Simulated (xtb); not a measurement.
Species: CH₃O₂, SMILES `OC=[OH+]` (charge 1, multiplicity 1).

Question: Give a relaxed geometry from GFN2-xTB (xtb).

Answer: This is not unique; one that fits is the end point of this relaxation, one of several conformers (outside a Z-matrix the atoms follow the SMILES, hydrogens last).
Cartesian coordinates (Å) in one orientation:
```xyz
6

O      1.085     0.310    -0.086
C     -0.147     0.474     0.063
O     -1.064    -0.378     0.077
H      1.476    -0.584    -0.217
H     -0.470     1.517     0.201
H     -0.881    -1.338    -0.038
```
